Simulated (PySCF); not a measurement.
**`CC[C@@H](C)C(C)C`, C7H16**

Molfile (atoms numbered from 1):
```
C7H16
     RDKit          3D

 23 22  0  0  0  0  0  0  0  0999 V2000
    2.3398   -0.2919   -0.6982 C   0  0  0  0  0  0  0  0  0  0  0  0
    0.8796    0.1169   -0.8256 C   0  0  0  0  0  0  0  0  0  0  0  0
    0.0374   -0.1527    0.4263 C   0  0  1  0  0  0  0  0  0  0  0  0
    0.4372    0.7600    1.5820 C   0  0  0  0  0  0  0  0  0  0  0  0
   -1.4831   -0.0937    0.1587 C   0  0  0  0  0  0  0  0  0  0  0  0
   -1.9693   -1.2847   -0.6614 C   0  0  0  0  0  0  0  0  0  0  0  0
   -1.9400    1.2190   -0.4724 C   0  0  0  0  0  0  0  0  0  0  0  0
    2.8583    0.2653    0.0971 H   0  0  0  0  0  0  0  0  0  0  0  0
    2.8891   -0.1091   -1.6343 H   0  0  0  0  0  0  0  0  0  0  0  0
    2.4333   -1.3645   -0.4629 H   0  0  0  0  0  0  0  0  0  0  0  0
    0.4376   -0.4179   -1.6826 H   0  0  0  0  0  0  0  0  0  0  0  0
    0.8200    1.1898   -1.0790 H   0  0  0  0  0  0  0  0  0  0  0  0
    0.2501   -1.1919    0.7420 H   0  0  0  0  0  0  0  0  0  0  0  0
    0.2778    1.8213    1.3316 H   0  0  0  0  0  0  0  0  0  0  0  0
    1.4987    0.6431    1.8456 H   0  0  0  0  0  0  0  0  0  0  0  0
   -0.1521    0.5386    2.4856 H   0  0  0  0  0  0  0  0  0  0  0  0
   -1.9667   -0.1672    1.1502 H   0  0  0  0  0  0  0  0  0  0  0  0
   -1.6903   -2.2393   -0.1884 H   0  0  0  0  0  0  0  0  0  0  0  0
   -1.5463   -1.2800   -1.6788 H   0  0  0  0  0  0  0  0  0  0  0  0
   -3.0653   -1.2701   -0.7670 H   0  0  0  0  0  0  0  0  0  0  0  0
   -3.0391    1.2715   -0.5093 H   0  0  0  0  0  0  0  0  0  0  0  0
   -1.5875    2.0958    0.0916 H   0  0  0  0  0  0  0  0  0  0  0  0
   -1.5746    1.3171   -1.5071 H   0  0  0  0  0  0  0  0  0  0  0  0
  1  2  1  0
  2  3  1  0
  3  4  1  0
  3  5  1  0
  5  6  1  0
  5  7  1  0
  1  8  1  0
  1  9  1  0
  1 10  1  0
  2 11  1  0
  2 12  1  0
  3 13  1  1
  4 14  1  0
  4 15  1  0
  4 16  1  0
  5 17  1  0
  6 18  1  0
  6 19  1  0
  6 20  1  0
  7 21  1  0
  7 22  1  0
  7 23  1  0
M  END
```

Method: quadratic response CAM-B3LYP/aug-cc-pVDZ first hyperpolarisability, Taylor convention, gas phase (PySCF 2.14.0). Geometry: PBE0-D3(BJ)/def2-SVP.

Give the tensor of the second harmonic β(−2ω;ω,ω) at 1907 nm in the axes of these coordinates.

In au, Taylor convention; rows are the first index (the induced dipole):
|  | xx | yy | zz | xy | xz | yz |
| --- | --- | --- | --- | --- | --- | --- |
| x | +13.3 | -1.0 | -2.6 | +3.9 | +12.6 | -0.2 |
| y | +3.9 | +16.2 | -6.1 | -1.0 | -0.2 | -7.8 |
| z | +12.5 | -7.8 | -6.6 | -0.2 | -2.5 | -6.2 |

Norm of βᵢ = ⅓ Σⱼ (βᵢⱼⱼ + βⱼᵢⱼ + βⱼⱼᵢ): 17.1 au, hyper-Rayleigh value 12.2 au.
